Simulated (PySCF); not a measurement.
Two species compared at the same levels of theory.

First species: C3H4F2S.
Bonds: C1–C2, C2–S3 (double), C2–C4, C4–F5, C4–F6. Hydrogens: H7, H8, H9 on C1; H10 on C4.

Second species: C₅H₆F₂NO₂ (charge +1).
Z-matrix (Å and degrees, GFN2-xTB geometry), rows numbered from 1:
```
C 
N   1  1.4414
C   2  1.3818  1  126.66
C   3  1.3478  2  106.69  1   179.78
O   4  1.3613  3  108.47  2     0.26
C   5  1.3071  4  106.88  3    -0.24
O   6  1.3083  2  123.48  1     0.68
C   7  1.4200  6  119.69  2  -169.51
F   8  1.3137  7  105.32  6   167.36
F   8  1.3300  7  108.77  6    50.23
H   1  1.0904  2  109.82  3    61.42
H   1  1.0905  2  109.70  3   -58.14
H   1  1.0879  2  109.33  3  -178.36
H   3  1.0716  2  122.31  1    -0.06
H   4  1.0727  3  133.67  2  -179.41
H   8  1.1044  7  112.51  6   -71.83
```

Levels: PBE0/def2-SVPD for HOMO energy, LUMO energy, HOMO–LUMO gap, static isotropic polarisability and electronic spatial extent ⟨r²⟩ about the centre of nuclear charge; TDDFT PBE0/def2-SVPD for lowest singlet excitation; TDA PBE0/def2-SVPD for lowest triplet excitation (Tamm–Dancoff); GFN2-xTB for rotational constant A and rotational constant C. Geometries: GFN2-xTB. All species are isolated and taken at one optimised geometry, non-relativistic unless stated; the electronic structure was computed with PySCF and density fitting.

The conformers computed, where there is a choice (atom-mapped SMILES and torsion angles):
- `[CH3:1][C:2](=[S:3])[CH:4]([F:5])[F:6]`: C1–C2–C4–F5 -58°
- `[CH3:1][n+:2]1[cH:3][cH:4][o:5][c:6]1[O:7][CH:8]([F:9])[F:10]`: O5–C6–O7–C8 11°, C6–O7–C8–F9 167°

```csv
property,column X,column Y
HOMO energy,-7.13 eV,-12.64 eV
LUMO energy,-2.88 eV,-5.63 eV
HOMO–LUMO gap,4.25 eV,7.01 eV
lowest singlet excitation,2.43 eV,6.20 eV
lowest triplet excitation (Tamm–Dancoff),1.89 eV,4.37 eV
static isotropic polarisability,59.9 au,68.6 au
electronic spatial extent ⟨r²⟩ about the centre of nuclear charge,714 bohr²,1440 bohr²
rotational constant A,4.482 GHz,2.660 GHz
rotational constant C,1.753 GHz,0.734 GHz
```

Task: Which column belongs to which species?

Result: Column X is the first species and column Y the second. The first has 10 atoms and 56 electrons, the second 16 and 76; their charges are 0 and +1, their HOMO energies -7.13 eV and -12.64 eV.

Task: How does each property change from the first species to the second?

Result: HOMO energy -5.51 eV; LUMO energy -2.75 eV; HOMO–LUMO gap +2.76 eV; lowest singlet excitation +3.77 eV; lowest triplet excitation (Tamm–Dancoff) +2.48 eV; static isotropic polarisability +8.7 au; electronic spatial extent ⟨r²⟩ about the centre of nuclear charge +726 bohr²; rotational constant A -1.822 GHz; rotational constant C -1.019 GHz.

On the first: S1 lies 1.82 eV below the HOMO–LUMO gap; its leading configuration is HOMO→LUMO, weight 1.00. 1 of the 6 computed singlets lies in the visible range (750 to 380 nm, 1.65 to 3.26 eV), with an oscillator strength of 0.000.

On the second: S1 lies 0.81 eV below the HOMO–LUMO gap; its leading configuration is HOMO→LUMO, weight 0.96. The polarisability is 10.17 Å³ as a volume (1 au = 0.148185 Å³), or 0.90 au for each of the 76 electrons.
